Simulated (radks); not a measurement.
The gallium ion Ga2+, configuration [Ar] 3d10 5s1 (not the ground configuration).

Calculated with a radial shooting solver on a logarithmic mesh with Libxc functionals: scalar-relativistic Kohn-Sham, PBEsol, spin-unpolarised, spherical densities, point nucleus.

Energy parts (Ry):
total: -3881.66432
kinetic: 3947.37008
electron-nucleus: -9302.62029
Hartree: 1620.28748
exchange-correlation: -146.70159

Orbitals (lengths in bohr, moments of r in powers of bohr):
| orbital | occ. | eigenvalue (Ry) | <1/r> | <r> | <r^4> |
|---|---|---|---|---|---|
| 1s | 2 | -753.2300 | 31.28 | 0.04863 | 0.00002605 |
| 2s | 2 | -94.64106 | 6.841 | 0.2180 | 0.005449 |
| 2p | 6 | -82.66633 | 6.712 | 0.1908 | 0.004013 |
| 3s | 2 | -12.82343 | 2.182 | 0.6526 | 0.3920 |
| 3p | 6 | -9.21499 | 2.029 | 0.6793 | 0.5175 |
| 3d | 10 | -3.35005 | 1.669 | 0.7888 | 1.548 |
| 4s | 0 | -2.20446 | 0.6589 | 1.997 | 32.37 |
| 4p | 0 | -1.54407 | 0.5409 | 2.408 | 71.81 |
| 5s | 1 | -0.85801 | 0.2867 | 4.577 | 756.4 |

The highest occupied level is 5s at -11.674 eV. The configuration is held as typed, so some empty levels lie below it. Summed over all electrons, <r^2> = 35.97 bohr^2, which gives a Langevin (diamagnetic) susceptibility term of -28.5 x 10^-6 cm^3/mol. The density falls to 0.001 e/bohr^3 at r = 4.86 bohr.
